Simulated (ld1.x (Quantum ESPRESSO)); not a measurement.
## Which change was made? (H, RRKJ)

```json
{
 "Element": "hydrogen",
 "Generator": "ld1.x (Quantum ESPRESSO) 7.5",
 "Type": "norm-conserving RRKJ (Kleinman–Bylander form)",
 "Functional": "PBEsol",
 "Relativity": "scalar-relativistic",
 "Frozen core": "none",
 "Valence charge": "1",
 "Reference configuration": "1s1",
 "Partial waves": "1s (bound): rc 1.50 bohr",
 "Local potential": "the s channel",
 "Core correction": "none"
}
```

Cutoffs, loose and tight: the cutoffs (Ry, on a coarse ladder) from which the occupation-weighted sum of valence levels, in a spherical-Bessel basis at the reference potential, stays within 10 and 1 mRy of its value at 400 Ry. They do not see the model core or the augmentation charge, which bear on the density cutoff. Test errors are all-electron minus pseudo excitation energies from the reference, over the configurations 1s0.5; variants that change the core or the reference have their own tests.

The base gives: outcome: generated; cutoff, loose: 18 Ry; cutoff, tight: 30 Ry; bound ghosts: none.

Problem. After one change the result is: outcome: generated; cutoff, loose: 12 Ry; cutoff, tight: 18 Ry; bound ghosts: none. Which change was it?
A. wave 1s (bound): rc 1.50 bohr becomes 1s (bound): rc 1.00 bohr
B. wave 1s (bound): rc 1.50 bohr becomes 1s (bound): rc 2.26 bohr
C. wave 1s (bound): rc 1.50 bohr becomes 1s (bound): rc 1.78 bohr
D. wave 1s (bound): rc 1.50 bohr becomes 1s (bound): rc 1.96 bohr

Solution. D. The others give: wave 1s (bound): rc 1.50 bohr becomes 1s (bound): rc 1.78 bohr → outcome: generated; cutoff, loose: 15 Ry; cutoff, tight: 21 Ry; bound ghosts: none | wave 1s (bound): rc 1.50 bohr becomes 1s (bound): rc 1.00 bohr → outcome: generated; cutoff, loose: 25 Ry; cutoff, tight: 45 Ry; bound ghosts: none | wave 1s (bound): rc 1.50 bohr becomes 1s (bound): rc 2.26 bohr → outcome: generated; cutoff, loose: 10 Ry; cutoff, tight: 15 Ry; bound ghosts: none.
